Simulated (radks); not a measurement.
The numbers below are computed, except where a source is named.
Ge IV, configuration [Ar] 3d10 4s1.

Level of theory: scalar-relativistic Kohn-Sham, BLYP, spin-polarised, spherical densities, point nucleus; open shells are filled with parallel spins first (a radial shooting solver on a logarithmic mesh with Libxc functionals).

Energy parts (eV):
total: -57065.668
kinetic: 58103.870
electron-nucleus: -136540.246
Hartree: 23522.690
exchange-correlation: -2151.982

Orbitals (lengths in bohr, moments of r in powers of bohr):
orbital  occ.  eigenvalue (eV)   <1/r>
1s up       1        -10998.71   32.38
1s down     1        -10998.62   32.38
2s up       1        -1406.091   7.106
2s down     1        -1406.047   7.106
2p up       3        -1233.324   6.969
2p down     3        -1233.274   6.969
3s up       1        -202.2346   2.284
3s down     1        -202.1192   2.285
3p up       3        -149.4600   2.131
3p down     3        -149.3219   2.132
3d up       5         -63.1032   1.791
3d down     5         -62.8570   1.798
4s up       1         -41.2868  0.7127
4s down     0         -40.0553  0.7104

The highest occupied level is 4s up at -41.287 eV. The density falls to 0.001 e/bohr^3 at r = 3.03 bohr. Summed over all electrons, <r^2> = 14.72 bohr^2, which gives a Langevin (diamagnetic) susceptibility term of -11.7 x 10^-6 cm^3/mol.
